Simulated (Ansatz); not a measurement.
A run for Ansatz (a program for electronic structure): R-CCSD(T)/def2-SVPD on HI (SMILES I). Elements past Kr take the def2 small-core potentials; no spin–orbit coupling. The run froze 9 orbitals, filled d shells among them.

Ansatz 0.2 input:
```yaml
crystal:
  periodic: [false, false, false]
  atoms:
    - {symbol: I, position_ang: [-0.00626196, -1.13224974, 3.99969590]}
    - {symbol: H, position_ang: [0.24978014, -0.36853996, 2.55997316]}
basis:
  gaussian:
    orbitals: def2-SVPD
magnetization: {spin_polarized: false}
correlation: {method: ccsd_t, electrons: outside_noble_gas}
scf: {lower_state_search: off}
```

Task: Give the final energy of this run.

Result: -297.3655 hartree (reference determinant -297.2324, T1 diagnostic 0.009).
